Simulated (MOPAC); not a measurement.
Input for MOPAC: PM3 on C2H9NSi (SMILES CCN[SiH3]).

```
PM3 1SCF PRECISE CHARGE=0 THREADS=1
C2H9NSi

C     -1.67027507 1     0.21072302 1     0.72099884 1
C     -0.74189811 1    -0.58580884 1    -0.19307309 1
N      0.63116606 1    -0.68308438 1     0.28702773 1
Si     1.87090244 1     0.44392841 1    -0.09616333 1
H     -1.72503553 1    -0.24901937 1     1.71065331 1
H     -1.30926240 1     1.23322623 1     0.84606137 1
H     -2.68295319 1     0.25088148 1     0.31231572 1
H     -1.14618414 1    -1.59251324 1    -0.34038901 1
H     -0.71778194 1    -0.12283860 1    -1.18373358 1
H      0.72212030 1    -1.21682412 1     1.13812610 1
H      1.66339386 1     1.82585374 1     0.42259693 1
H      1.97365017 1     0.56051929 1    -1.57149101 1
H      3.13215753 1    -0.07504363 1     0.48175493 1
```

It printed:

```
*******************************************************************************
 **                                                                           **
 **                              MOPAC v23.2.5                                **
 **                                                                           **
 *******************************************************************************
 ** MOPAC's Digital Object Identifier: https://doi.org/10.5281/zenodo.6511958 **
 **                                                                           **
 ** Please cite the open-source release paper for use of this MOPAC version:  **
 ** J. E. Moussa and J. J. P. Stewart (2026)                                  **
 ** MOPAC: An open-source semiempirical molecular orbital program             **
 ** J. Open Source Softw., 11(119), 8025, https://doi.org/10.21105/joss.08025 **
 *******************************************************************************

                              PM3 CALCULATION RESULTS

 *******************************************************************************
 *  PM3        - The PM3 Hamiltonian to be used
 *
 *
 *
 *                 CHARGE ON SYSTEM = 0
 *
 *
 *
 *  PRECISE    - TIGHTER CRITERIA TO BE USED
 *  1SCF       - DO 1 SCF AND THEN STOP
 *  THREADS=1  - MULTI-THREADING NOT USED
 *  T=         - A TIME OF 172800.0 SECONDS REQUESTED
 *  DUMP=N     - RESTART FILE WRITTEN EVERY 7200.0 SECONDS REQUESTED
 *******************************************************************************
PM3 1SCF PRECISE CHARGE=0 THREADS=1
 C2H9NSi

   ATOM   CHEMICAL          X               Y               Z
  NUMBER   SYMBOL      (ANGSTROMS)     (ANGSTROMS)     (ANGSTROMS)

     1       C         -1.67027507  *   0.21072302  *   0.72099884  *
     2       C         -0.74189811  *  -0.58580884  *  -0.19307309  *
     3       N          0.63116606  *  -0.68308438  *   0.28702773  *
     4      Si          1.87090244  *   0.44392841  *  -0.09616333  *
     5       H         -1.72503553  *  -0.24901937  *   1.71065331  *
     6       H         -1.30926240  *   1.23322623  *   0.84606137  *
     7       H         -2.68295319  *   0.25088148  *   0.31231572  *
     8       H         -1.14618414  *  -1.59251324  *  -0.34038901  *
     9       H         -0.71778194  *  -0.12283860  *  -1.18373358  *
    10       H          0.72212030  *  -1.21682412  *   1.13812610  *
    11       H          1.66339386  *   1.82585374  *   0.42259693  *
    12       H          1.97365017  *   0.56051929  *  -1.57149101  *
    13       H          3.13215753  *  -0.07504363  *   0.48175493  *



          CARTESIAN COORDINATES

    NO.       ATOM           X           Y           Z

     1         C         -1.6703      0.2107      0.7210
     2         C         -0.7419     -0.5858     -0.1931
     3         N          0.6312     -0.6831      0.2870
     4        Si          1.8709      0.4439     -0.0962
     5         H         -1.7250     -0.2490      1.7107
     6         H         -1.3093      1.2332      0.8461
     7         H         -2.6830      0.2509      0.3123
     8         H         -1.1462     -1.5925     -0.3404
     9         H         -0.7178     -0.1228     -1.1837
    10         H          0.7221     -1.2168      1.1381
    11         H          1.6634      1.8259      0.4226
    12         H          1.9737      0.5605     -1.5715
    13         H          3.1322     -0.0750      0.4818

  H: (PM3): J. J. P. STEWART, J. COMP. CHEM. 10, 209 (1989).
  C: (PM3): J. J. P. STEWART, J. COMP. CHEM. 10, 209 (1989).
  N: (PM3): J. J. P. STEWART, J. COMP. CHEM. 10, 209 (1989).
 Si: (PM3): J. J. P. STEWART, J. COMP. CHEM. 10, 209 (1989).

           Empirical Formula: C2 H9 N Si  =    13 atoms



      MOLECULAR POINT GROUP   :   C1


      RHF CALCULATION, NO. OF DOUBLY OCCUPIED LEVELS = 13


 -------------------------------------------------------------------------------
 PM3 1SCF PRECISE CHARGE=0 THREADS=1
 C2H9NSi



     1SCF WAS SPECIFIED, SO BFGS WAS NOT USED
     SCF FIELD WAS ACHIEVED


                              PM3 CALCULATION
                                                       MOPAC v23.2.5 Linux




          FINAL HEAT OF FORMATION =        -12.56176 KCAL/MOL =     -52.55842 KJ/MOL


          COSMO AREA              =        129.39 SQUARE ANGSTROMS
          COSMO VOLUME            =        120.50 CUBIC ANGSTROMS

          IONIZATION POTENTIAL    =          8.477981 EV
          HOMO LUMO ENERGIES (EV) =         -8.478  0.628
          NO. OF FILLED LEVELS    =         13
          MOLECULAR WEIGHT        =         75.1853         POINT GROUP:  C1

          MOLECULAR DIMENSIONS (Angstroms)

            Atom       Atom       Distance
            H    13    H     7     5.82670
            H    11    H     8     3.63567
            H    12    H     5     3.51762


          SCF CALCULATIONS        =          1





   ATOM   CHEMICAL          X               Y               Z
  NUMBER   SYMBOL      (ANGSTROMS)     (ANGSTROMS)     (ANGSTROMS)

     1       C         -1.67027507  *   0.21072302  *   0.72099884  *
     2       C         -0.74189811  *  -0.58580884  *  -0.19307309  *
     3       N          0.63116606  *  -0.68308438  *   0.28702773  *
     4      Si          1.87090244  *   0.44392841  *  -0.09616333  *
     5       H         -1.72503553  *  -0.24901937  *   1.71065331  *
     6       H         -1.30926240  *   1.23322623  *   0.84606137  *
     7       H         -2.68295319  *   0.25088148  *   0.31231572  *
     8       H         -1.14618414  *  -1.59251324  *  -0.34038901  *
     9       H         -0.71778194  *  -0.12283860  *  -1.18373358  *
    10       H          0.72212030  *  -1.21682412  *   1.13812610  *
    11       H          1.66339386  *   1.82585374  *   0.42259693  *
    12       H          1.97365017  *   0.56051929  *  -1.57149101  *
    13       H          3.13215753  *  -0.07504363  *   0.48175493  *

                             CARTESIAN COORDINATES

   1    C       -1.670275070     0.210723020     0.720998840
   2    C       -0.741898110    -0.585808840    -0.193073090
   3    N        0.631166060    -0.683084380     0.287027730
   4   Si        1.870902440     0.443928410    -0.096163330
   5    H       -1.725035530    -0.249019370     1.710653310
   6    H       -1.309262400     1.233226230     0.846061370
   7    H       -2.682953190     0.250881480     0.312315720
   8    H       -1.146184140    -1.592513240    -0.340389010
   9    H       -0.717781940    -0.122838600    -1.183733580
  10    H        0.722120300    -1.216824120     1.138126100
  11    H        1.663393860     1.825853740     0.422596930
  12    H        1.973650170     0.560519290    -1.571491010
  13    H        3.132157530    -0.075043630     0.481754930


           Empirical Formula: C2 H9 N Si  =    13 atoms



      MOLECULAR POINT GROUP   :   C1


                  EIGENVALUES
 -35.39266 -26.55587 -21.22057 -16.90388 -15.92261 -14.66213 -14.43145 -13.14772
 -12.62578 -11.80744 -11.39209 -11.27218  -8.47798   0.62836   1.39750   2.25412
   2.35109   3.84813   4.00064   4.25182   4.40686   4.67870   4.89032   5.23207
   6.14733


              NET ATOMIC CHARGES AND DIPOLE CONTRIBUTIONS

  ATOM NO.   TYPE          CHARGE      No. of ELECS.   s-Pop       p-Pop
    1          C          -0.144125        4.1441     1.14636     2.99777
    2          C          -0.045809        4.0458     1.16241     2.88340
    3          N          -0.236454        5.2365     1.39183     3.84462
    4         Si           0.533915        3.4661     0.94332     2.52276
    5          H           0.036802        0.9632     0.96320
    6          H           0.044050        0.9560     0.95595
    7          H           0.042320        0.9577     0.95768
    8          H           0.042109        0.9579     0.95789
    9          H           0.048893        0.9511     0.95111
   10          H           0.063665        0.9363     0.93634
   11          H          -0.148988        1.1490     1.14899
   12          H          -0.120189        1.1202     1.12019
   13          H          -0.116188        1.1162     1.11619
 DIPOLE           X         Y         Z       TOTAL
 POINT-CHG.     0.016    -0.146    -0.147     0.208
 HYBRID        -0.506     0.199     0.598     0.809
 SUM           -0.490     0.053     0.451     0.668


          ATOMIC ORBITAL ELECTRON POPULATIONS

     Atom    s        px        py        pz
    1  C   1.14636   0.99489   1.00503   0.99785
    2  C   1.16241   0.91254   0.99097   0.97988
    3  N   1.39183   1.05966   1.43444   1.35052
    4 Si   0.94332   0.81405   0.82623   0.88248
    5  H   0.96320
    6  H   0.95595
    7  H   0.95768
    8  H   0.95789
    9  H   0.95111
   10  H   0.93634
   11  H   1.14899
   12  H   1.12019
   13  H   1.11619

 **********************
 *                    *
 * JOB ENDED NORMALLY *
 *                    *
 **********************




 == MOPAC DONE ==
```

The run finished.

Cost: about 0.020 core-seconds (a rough figure).
